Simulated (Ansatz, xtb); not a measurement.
## Isomers of C3H6GeO3S in order of energy

3 gas-phase structures of C3H6GeO3S, from a drawn sample of its isomers (lower ones may exist). Each was relaxed with GFN2-xTB; where two conformers were screened, the lower at r2SCAN-D4/def2-SVP is listed:

A. `O=C1OC[C@@](S)([GeH3])O1`, a singlet
B. `O=C1O[C@@H](S)[C@@H]([GeH3])O1`, a singlet
C. `O=C1O[C@@H](S)[C@H]([GeH3])O1`, a singlet

Task: Estimate their order in r2SCAN-D4/def2-SVP energy at these geometries, lowest first.

Result: Calculated order at r2SCAN-D4/def2-SVP: C (0.000), B (0.049), A (0.062) eV. Less than 1 kcal/mol parts B and A, so the order within that pair means little.

Energies above the lowest of each column, in eV; the last columns are at B3LYP/def2-SVP geometries:

```csv
structure,GFN2-xTB,HF/STO-3G,r2SCAN-D4/def2-SVP,B3LYP/def2-SVP,CCSD(T)/def2-SVP + ΔMP2/def2-TZVPP
C,0.048,0.000,0.000,0.000,0.012
B,0.000,0.010,0.049,0.003,0.000
A,0.071,0.150,0.062,0.073,0.046
```

CCSD(T)/def2-SVP + ΔMP2/def2-TZVPP has B and C within 1 kcal/mol of each other at the bottom, and every level picks one of them. CCSD(T)/def2-SVP + ΔMP2/def2-TZVPP orders those it was run on as B (0.000), C (0.012), A (0.046) eV. Less than 1 kcal/mol parts B and C; C and A, so the order within those pairs means little. Flexible structures stand in one conformer each, not always the lowest. ΔMP2 is the change of the MP2 energy from the smaller to the larger basis.

Programs: Ansatz 0.2.0, xtb 6.7.1.
